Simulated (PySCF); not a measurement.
Run record: excited-state job, `C=C[C@@H]1C[P@@+]1([AlH3-])P`.

Computed with TDDFT PBE0/def2-SVPD, vertical, gas phase, core orbitals frozen in the response (PySCF 2.14.0, density-fitted response routines). Geometry: GFN2-xTB. The input is one job of a driver script: a line of settings, then coordinates in Å.

Command:
```bash
OMP_NUM_THREADS=1 python probes_run.py task.json out
```

Input:
```
{"job": {"kind": "uv", "xc": "PBE0", "basis": "def2-SVPD", "nstates": 8, "ntriplets": 3}, "charge": 0, "multiplicity": 1}
C     -2.944737     0.446183     1.412279
C     -1.851703    -0.150999     0.962413
C     -1.014074     0.383593    -0.114194
C     -0.149730    -0.533391    -0.912080
P      0.820616     0.495672     0.274557
Al     2.183646    -1.580307     0.607995
P      1.480679     2.038842    -1.089235
H     -3.290687     1.380234     1.000270
H     -3.536344     0.022947     2.204437
H     -1.511199    -1.085689     1.390988
H     -1.415829     1.254466    -0.626628
H     -0.039325    -0.331346    -1.971021
H     -0.196422    -1.593241    -0.668956
H      3.350534    -0.824329     1.335564
H      2.438649    -2.010212    -0.883141
H      1.076243    -2.347064     1.414538
H      1.815889     2.923519    -0.063236
H      2.775033     1.517441    -1.139524
```

Task: Estimate the output.

Result: 
```
coarse grid: 16040 points
cycle   1  E = -1082.9835979891  dE =  6.027e-01  |g| = 3.157e-01  |ddm| = 6.626e+00
cycle   2  E = -1082.9838913568  dE = -2.934e-04  |g| = 3.278e-01  |ddm| = 1.500e+00
cycle   3  E = -1083.0145456537  dE = -3.065e-02  |g| = 6.446e-02  |ddm| = 8.183e-01
cycle   4  E = -1083.0157370031  dE = -1.191e-03  |g| = 2.862e-02  |ddm| = 2.002e-01
cycle   5  E = -1083.0159778923  dE = -2.409e-04  |g| = 4.714e-03  |ddm| = 6.987e-02
cycle   6  E = -1083.0159840454  dE = -6.153e-06  |g| = 1.276e-03  |ddm| = 1.547e-02
final grid: 139672 points
cycle   7  E = -1083.1468854436  dE = -3.873e-05  |g| = 7.437e-03  |ddm| = 2.136e-01
cycle   8  E = -1083.1468674553  dE =  1.799e-05  |g| = 1.062e-02  |ddm| = 3.725e-02
cycle   9  E = -1083.1469013068  dE = -3.385e-05  |g| = 1.297e-03  |ddm| = 2.360e-02
cycle  10  E = -1083.1469018106  dE = -5.038e-07  |g| = 2.745e-04  |ddm| = 3.602e-03
cycle  11  E = -1083.1469018277  dE = -1.712e-08  |g| = 1.226e-04  |ddm| = 7.986e-04
cycle  12  E = -1083.1469018318  dE = -4.144e-09  |g| = 3.630e-05  |ddm| = 2.775e-04
cycle  13  E = -1083.1469018322  dE = -3.852e-10  |g| = 6.679e-06  |ddm| = 1.046e-04
converged SCF energy = -1083.1469018322

Static polarisability (au): isotropic 138.238, principal 106.077 141.651 166.987

Singlet excitations
state   eV       nm        f      main configurations
  1   4.7924    258.7   0.05360   H->L 0.96
  2   5.2404    236.6   0.11805   H-1->L 0.56, H-2->L 0.39
  3   5.3595    231.3   0.11958   H-2->L 0.56, H-1->L 0.34
  4   5.5528    223.3   0.00496   H->L+1 0.50, H-3->L 0.44
  5   5.6502    219.4   0.08326   H->L+1 0.46, H-3->L 0.44
  6   5.8883    210.6   0.01219   H-1->L+1 0.94
  7   6.0873    203.7   0.01316   H->L+2 0.84
  8   6.2313    199.0   0.08821   H-2->L+1 0.84

Triplet excitations (Tamm-Dancoff, eV): 3.8639 4.1993 4.7432
```

The SCF starts on a coarse grid where the log names one; the energy can jump when the final grid takes over, and dE then counts from the start density on the new grid. H and L stand for HOMO and LUMO; the number after each pair is its weight.

Task: Give S1 in cm⁻¹ and kJ/mol.

Result: 4.7924 eV × 8065.54 = 38653 cm⁻¹; × 96.485 = 462.4 kJ/mol.

Task: How does the lowest singlet excitation compare with the HOMO–LUMO gap?

Result: HOMO -7.23 eV and LUMO -1.44 eV give a gap of 5.79 eV; S1 at 4.79 eV lies 1.00 eV below it.

Summary of the converged run: HOMO -7.23 eV, LUMO -1.44 eV; lowest singlet 4.79 eV; lowest triplet 3.86 eV (Tamm–Dancoff); mean polarisability 138.2 au.

Cost: about 2.3 min of CPU time on one thread (with the writing of density and orbital grids); the machine was shared, so the figure is rough.

One conformer stands for the species.
Labels such as C1 count atoms from 1, the log's own numbers from 0.
